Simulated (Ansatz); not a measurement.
Reaction (hydrogenolysis of the Si–Si bond): `O[SiH](S)[SiH2][SiH3]` + H₂ → `O[SiH]([SiH3])S` + SiH₄

Calculated with Ansatz (gas phase, PBE0-D4/def2-TZVP geometries, no zero-point term in ΔE). CBS: MP2 limit from def2 TZ/QZ plus the TZ coupled-cluster correction, frozen cores. This one scheme is used for every species. DFT in def2-TZVPP. One conformer a species, not always the lowest.

CCSD(T)/CBS gives -2.6 kcal/mol.

(1) Another level gave -2.4 kcal/mol. Which?
A. BHLYP-D4/def2-TZVPP
B. r2SCAN-D4/def2-TZVPP
C. HF/def2-TZVPP
D. PBE0/def2-TZVPP

Largest T1 diagnostic among the species: 0.013.

## Answers

(1) D. PBE0 -2.4, HF/def2-TZVPP -11.2, BHLYP-D4 -4.5, r2SCAN-D4 -1.2 kcal/mol.

In def2-TZVPP, CCSD(T) changes the Hartree–Fock value by +7.7 kcal/mol (the triples alone add +1.4 kcal/mol) and MP2 by +8.1 kcal/mol. From BLYP to BHLYP (50 % exact exchange), in def2-TZVPP and without D4, ΔE moves by −2.0 kcal/mol.
